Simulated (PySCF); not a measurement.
Electron correlation in P⁺ (phosphorus, charge +1)

[Ne] 3s2 3p2, high-spin 3P determinant. All numbers are calculated (PySCF 2.14, no relativity, point nucleus, in aug-cc-pwCVTZ). Frozen: 1s2; 12 electrons correlated.

```tsv
level	correlation energy (mhartree)
CCSD	-344.48
(T)	-5.02
CCSD(T)	-349.50
```

Diagnostics: T1 = 0.0072, D1 = 0.0277, largest double amplitude 0.096.

Cost of the coupled-cluster step: about 40 core-seconds, for 12 correlated electrons.

Iterations:

```
CC2 = 0
CCSD nocc = (np.int64(7), np.int64(5)), nmo = (74, 74)
frozen orbitals [[0], [0]]
max_cycle = 100
direct = 0
conv_tol = 1e-08
conv_tol_normt = 1e-06
diis_space = 8
diis_start_cycle = 0
Init t2, MP2 energy = -0.32560659203362
Init E_corr(UCCSD) = -0.325606592054172
cycle = 1  E_corr(UCCSD) = -0.33831863007129  dE = -0.012712038  norm(t1,t2) = 0.0474284
cycle = 2  E_corr(UCCSD) = -0.342383005917771  dE = -0.00406437585  norm(t1,t2) = 0.0181529
cycle = 3  E_corr(UCCSD) = -0.344491701321745  dE = -0.0021086954  norm(t1,t2) = 0.0084245
cycle = 4  E_corr(UCCSD) = -0.344481602225356  dE = 1.00990964e-05  norm(t1,t2) = 0.00147645
cycle = 5  E_corr(UCCSD) = -0.344475032735502  dE = 6.56948985e-06  norm(t1,t2) = 0.000232484
cycle = 6  E_corr(UCCSD) = -0.344481921221439  dE = -6.88848594e-06  norm(t1,t2) = 6.95592e-05
cycle = 7  E_corr(UCCSD) = -0.344480787940149  dE = 1.13328129e-06  norm(t1,t2) = 1.47727e-05
cycle = 8  E_corr(UCCSD) = -0.344480919495688  dE = -1.31555539e-07  norm(t1,t2) = 2.20235e-06
cycle = 9  E_corr(UCCSD) = -0.344480902743143  dE = 1.67525456e-08  norm(t1,t2) = 4.61702e-07
cycle = 10  E_corr(UCCSD) = -0.34448090021985  dE = 2.52329313e-09  norm(t1,t2) = 1.14777e-07
UCCSD converged
E(UCCSD) = -340.6969503663589  E_corr = -0.3444809002198496
UCCSD(T) correction = -0.00502184541959467
```
